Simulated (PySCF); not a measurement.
Choosing a molecule for a target property.

Each SMILES stands for a single optimised conformer of the isolated species, non-relativistic unless stated; the electronic structure was computed with PySCF and density fitting.

The conformers computed, where there is a choice (atom-mapped SMILES and torsion angles):
- `[CH3:1][C:2]#[C:3][CH2:4][C:5](=[O:6])[O:7][C:8]([CH3:9])=[O:10]`: C3–C4–C5–O6 107°, C4–C5–O7–C8 166°, C5–O7–C8–C9 170°
- `[CH3:1][CH2:2][C:3]1=[CH:4][C:5](=[O:6])[O:7][C:8]1=[O:9]`: C1–C2–C3–C4 0°
- `[CH:1]#[C:2][P@:3]1(=[NH:4])[CH2:5][C@H:6]([CH:7]=[CH2:8])[CH2:9]1`: C5–C6–C7–C8 129°
- `[CH3:1][SiH2:2][S:3][Si@@H:4]([NH2:5])[N:6]([CH3:7])[CH3:8]`: C1–Si2–S3–Si4 170°, Si2–S3–Si4–N5 43°, S3–Si4–N6–C7 -174°, H–N5–Si4–S3 -67°, H–N5–Si4–S3 69°
- `[O:1]=[CH:2][O:3][C:4]1=[CH:5][S@@:6](=[O:7])[CH2:8][CH2:9]1`: O1–C2–O3–C4 1°, C2–O3–C4–C5 4°
- `[CH3:1][C:2]#[C:3][P:4]([CH3:5])[CH2:6][CH2:7][C:8]#[N:9]`: C3–P4–C6–C7 70°, P4–C6–C7–C8 179°

The conformers of `CC[C@H]1CCC[C+]1C` aren't listed.

Question: Wanted: dipole moment between 4 D and 4.5 D (PBE0/pcSseg-1) and smallest rotational constant below 0.8 GHz (GFN2-xTB), at GFN2-xTB geometries. Which candidate meets both?
A. `C1[C@H](C=C)C[P@@]1(C#C)=N`
B. `CC#CCC(=O)OC(C)=O`
C. `O=COC1=C[S@@](=O)CC1`
D. `CCC1=CC(=O)OC1=O`
E. `C[SiH2]S[Si@@H](N)N(C)C`

Answer: B. Computed values:
```csv
species,dipole moment,smallest rotational constant
C[SiH2]S[Si@@H](N)N(C)C,1.26 D,0.504 GHz
C1[C@H](C=C)C[P@@]1(C#C)=N,3.12 D,0.830 GHz
CC#CCC(=O)OC(C)=O,4.43 D,0.633 GHz
O=COC1=C[S@@](=O)CC1,4.62 D,0.761 GHz
CCC1=CC(=O)OC1=O,4.95 D,0.902 GHz
```

Question: Wanted: HOMO–LUMO gap above 6.7 eV (PBE0/pcSseg-1) and HOMO energy above -8 eV (PBE0/pcSseg-1), at GFN2-xTB geometries. Which candidate meets both?
A. `C#C[P@]1(=N)C[C@H](C=C)C1`
B. `CC#CCC(=O)OC(C)=O`
C. `CC#CP(CCC#N)C`
D. `C1(OC(C=C1CC)=O)=O`
E. `CC[C@H]1CCC[C+]1C`

Answer: C. Computed values:
| species | HOMO–LUMO gap | HOMO energy |
| --- | --- | --- |
| CC[C@H]1CCC[C+]1C | 5.44 eV | -13.53 eV |
| C1(OC(C=C1CC)=O)=O | 5.63 eV | -8.59 eV |
| C#C[P@]1(=N)C[C@H](C=C)C1 | 6.37 eV | -6.55 eV |
| CC#CCC(=O)OC(C)=O | 6.58 eV | -7.44 eV |
| CC#CP(CCC#N)C | 6.77 eV | -6.90 eV |
